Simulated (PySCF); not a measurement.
BClH₅NO₂Si, SMILES [SiH2](Cl)NB(O)O.

Geometry: ωB97X-D3(BJ)/def2-SVP. The structure was generated by enumeration, and PubChem lists no compound with its InChIKey, so it may never have been made. One conformer was computed; it need not be the lowest.

The numbers are results of PySCF 2.14.0 with ωB97X-D3(BJ)/def2-SVP, not measurements.

Frequencies are harmonic and unscaled.

Question: Give all harmonic wavenumbers and intensities. (The exact figures need the calculation; the answer reports its results.)

Answer: 
```json
[
 {"mode": "1", "ν (cm⁻¹)": "46", "IR (km/mol)": "0.3", "Raman (Å⁴/amu)": "0.4", "depolarisation": "0.75", "moving atoms (share of kinetic energy)": "Si 25 %, N 21 %, O 19 %, Cl 18 %, H 17 %"},
 {"mode": "2", "ν (cm⁻¹)": "93", "IR (km/mol)": "6.4", "Raman (Å⁴/amu)": "0.5", "depolarisation": "0.75", "moving atoms (share of kinetic energy)": "N 35 %, O 33 %, H 19 %, Si 11 %"},
 {"mode": "3", "ν (cm⁻¹)": "97", "IR (km/mol)": "0.9", "Raman (Å⁴/amu)": "0.2", "depolarisation": "0.67", "moving atoms (share of kinetic energy)": "O 42 %, Cl 17 %, Si 16 %, N 15 %, H 9 %"},
 {"mode": "4", "ν (cm⁻¹)": "194", "IR (km/mol)": "4.9", "Raman (Å⁴/amu)": "1.4", "depolarisation": "0.67", "moving atoms (share of kinetic energy)": "Cl 39 %, O 28 %, Si 17 %"},
 {"mode": "5", "ν (cm⁻¹)": "257", "IR (km/mol)": "1.2", "Raman (Å⁴/amu)": "0.9", "depolarisation": "0.75", "moving atoms (share of kinetic energy)": "H 91 %"},
 {"mode": "6", "ν (cm⁻¹)": "383", "IR (km/mol)": "24.3", "Raman (Å⁴/amu)": "0.9", "depolarisation": "0.17", "moving atoms (share of kinetic energy)": "O 54 %, Si 21 %, H 11 %, B 9 %"},
 {"mode": "7", "ν (cm⁻¹)": "446", "IR (km/mol)": "211.8", "Raman (Å⁴/amu)": "4.2", "depolarisation": "0.75", "moving atoms (share of kinetic energy)": "H 86 %, O 10 %"},
 {"mode": "8", "ν (cm⁻¹)": "486", "IR (km/mol)": "66.9", "Raman (Å⁴/amu)": "1.5", "depolarisation": "0.75", "moving atoms (share of kinetic energy)": "H 90 %"},
 {"mode": "9", "ν (cm⁻¹)": "489", "IR (km/mol)": "57.3", "Raman (Å⁴/amu)": "3.9", "depolarisation": "0.16", "moving atoms (share of kinetic energy)": "O 39 %, H 21 %, N 15 %, B 12 %, Cl 9 %"},
 {"mode": "10", "ν (cm⁻¹)": "570", "IR (km/mol)": "62.4", "Raman (Å⁴/amu)": "4.9", "depolarisation": "0.49", "moving atoms (share of kinetic energy)": "Si 48 %, Cl 35 %"},
 {"mode": "11", "ν (cm⁻¹)": "645", "IR (km/mol)": "3.5", "Raman (Å⁴/amu)": "3.3", "depolarisation": "0.75", "moving atoms (share of kinetic energy)": "H 54 %, B 30 %, Si 11 %"},
 {"mode": "12", "ν (cm⁻¹)": "672", "IR (km/mol)": "132.2", "Raman (Å⁴/amu)": "7.4", "depolarisation": "0.75", "moving atoms (share of kinetic energy)": "B 42 %, H 39 %, N 8 %"},
 {"mode": "13", "ν (cm⁻¹)": "737", "IR (km/mol)": "28.5", "Raman (Å⁴/amu)": "13.5", "depolarisation": "0.75", "moving atoms (share of kinetic energy)": "H 83 %"},
 {"mode": "14", "ν (cm⁻¹)": "813", "IR (km/mol)": "57.0", "Raman (Å⁴/amu)": "8.8", "depolarisation": "0.08", "moving atoms (share of kinetic energy)": "N 40 %, O 26 %, Si 18 %, H 15 %"},
 {"mode": "15", "ν (cm⁻¹)": "913", "IR (km/mol)": "309.3", "Raman (Å⁴/amu)": "17.4", "depolarisation": "0.72", "moving atoms (share of kinetic energy)": "H 86 %"},
 {"mode": "16", "ν (cm⁻¹)": "924", "IR (km/mol)": "151.4", "Raman (Å⁴/amu)": "1.8", "depolarisation": "0.57", "moving atoms (share of kinetic energy)": "H 84 %, O 12 %"},
 {"mode": "17", "ν (cm⁻¹)": "949", "IR (km/mol)": "37.7", "Raman (Å⁴/amu)": "0.8", "depolarisation": "0.62", "moving atoms (share of kinetic energy)": "H 33 %, O 31 %, N 27 %, Si 9 %"},
 {"mode": "18", "ν (cm⁻¹)": "998", "IR (km/mol)": "143.8", "Raman (Å⁴/amu)": "11.2", "depolarisation": "0.75", "moving atoms (share of kinetic energy)": "H 87 %"},
 {"mode": "19", "ν (cm⁻¹)": "1022", "IR (km/mol)": "65.8", "Raman (Å⁴/amu)": "3.1", "depolarisation": "0.66", "moving atoms (share of kinetic energy)": "H 76 %, O 19 %"},
 {"mode": "20", "ν (cm⁻¹)": "1189", "IR (km/mol)": "91.2", "Raman (Å⁴/amu)": "1.3", "depolarisation": "0.41", "moving atoms (share of kinetic energy)": "H 58 %, N 24 %"},
 {"mode": "21", "ν (cm⁻¹)": "1431", "IR (km/mol)": "362.2", "Raman (Å⁴/amu)": "0.8", "depolarisation": "0.15", "moving atoms (share of kinetic energy)": "B 71 %, O 18 %"},
 {"mode": "22", "ν (cm⁻¹)": "1499", "IR (km/mol)": "741.1", "Raman (Å⁴/amu)": "0.7", "depolarisation": "0.25", "moving atoms (share of kinetic energy)": "B 65 %, N 18 %, H 9 %, O 9 %"},
 {"mode": "23", "ν (cm⁻¹)": "2286", "IR (km/mol)": "151.8", "Raman (Å⁴/amu)": "67.4", "depolarisation": "0.75", "moving atoms (share of kinetic energy)": "H 95 %"},
 {"mode": "24", "ν (cm⁻¹)": "2293", "IR (km/mol)": "92.0", "Raman (Å⁴/amu)": "181.8", "depolarisation": "0.07", "moving atoms (share of kinetic energy)": "H 98 %"},
 {"mode": "25", "ν (cm⁻¹)": "3676", "IR (km/mol)": "65.6", "Raman (Å⁴/amu)": "54.0", "depolarisation": "0.25", "moving atoms (share of kinetic energy)": "H 93 %"},
 {"mode": "26", "ν (cm⁻¹)": "3947", "IR (km/mol)": "42.6", "Raman (Å⁴/amu)": "57.0", "depolarisation": "0.33", "moving atoms (share of kinetic energy)": "H 94 %"},
 {"mode": "27", "ν (cm⁻¹)": "3959", "IR (km/mol)": "125.2", "Raman (Å⁴/amu)": "140.7", "depolarisation": "0.27", "moving atoms (share of kinetic energy)": "H 94 %"}
]
```
